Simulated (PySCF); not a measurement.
Isomers of C3H12Si3. Level of theory: PBE0-D3(BJ)/def2-SVP geometry optimisation, gas phase in PySCF 2.14.0. One conformer each; no zero-point energy, no entropy. No frequencies were run at this level. Point groups hold within 0.08 Å.

Question: Rank from lowest to highest electronic energy at this level (kJ/mol).
A. `[SiH3:1][SiH:2]([SiH3:3])[CH:4]1[CH2:5][CH2:6]1` with Si1–Si2–C4–C5 84°
B. `[CH2:1]1[SiH2:2][CH2:3][SiH2:4][CH2:5][SiH2:6]1` with Si6–C1–Si2–C3 55°, C1–Si2–C3–Si4 -54°, Si2–C3–Si4–C5 55°, C3–Si4–C5–Si6 -55°
C. `C=CC([SiH3])([SiH3])[SiH3]`
D. `[CH2:1]=[CH:2][SiH2:3][CH:4]([SiH3:5])[SiH3:6]` with C1–C2–Si3–C4 119°, C2–Si3–C4–Si5 174°

Answer: B (0.0), D (195.1), A (213.8), C (227.1).

As drawn, the highest has a C=C bond outside aromatic rings, which the lowest lacks.

```tsv
SMILES	E (Eh)	E rel (kJ/mol)	dipole (D)	point group	A, B, C (MHz)
C1[SiH2]C[SiH2]C[SiH2]1	-989.20370	0.0	1.23	C3v	1964, 1960, 1080
C=C[SiH2]C([SiH3])[SiH3]	-989.12937	195.1	1.21	C1	2649, 1057, 811.0
[SiH3][SiH]([SiH3])C1CC1	-989.12228	213.8	1.20	Cs	1769, 1301, 805.7
C=CC([SiH3])([SiH3])[SiH3]	-989.11718	227.1	0.50	Cs	1670, 1478, 1398
```
